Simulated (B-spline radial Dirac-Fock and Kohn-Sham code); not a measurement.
# Sb²⁰⁺: eigenvalues, ΔSCF and the reference

System: the Sb²⁰⁺ ion in the configuration [Ar] 3d10 4s2 4p1.

The density-functional columns are spherical, spin-unpolarised Dirac-Kohn-Sham results without Breit or QED terms: −ε is minus the orbital energy of the initial state and ΔSCF the difference of two total energies. The reference in the last column comes from relaxed Dirac-Fock hole states (ΔSCF) with Breit and QED corrections and a finite nucleus. All numbers are from a B-spline atomic structure program, in eV; a selection of levels is shown. The Kohn-Sham columns are given as differences from the reference. For the 1s level of heavy atoms much of the gap between ΔSCF and the reference is the Breit and QED part, -102.5 eV here; for other levels the error of the functional can be larger.

| level | LDA −ε − DF | LDA ΔSCF − DF | Dirac-Fock |
| --- | --- | --- | --- |
| 1s | -267.6 | +93.3 | 31093.6 |
| 2s | -126.1 | -49.8 | 5296.0 |
| 2p1/2 | -96.3 | -4.5 | 4974.5 |
| 2p3/2 | -99.3 | -12.3 | 4725.3 |
| 3s | -65.8 | -33.1 | 1505.8 |
| 3p1/2 | -52.7 | -19.1 | 1373.6 |
| 3p3/2 | -52.2 | -19.5 | 1325.2 |
| 3d3/2 | -34.9 | +0.7 | 1098.5 |
| 3d5/2 | -35.3 | 0.0 | 1088.7 |
| 4s | -10.8 | +5.4 | 627.0 |
| 4p | -13.6 | +2.1 | 575.8 |

Values without a named source are computed, but for edge energies of neutral atoms, which are taken from tables.
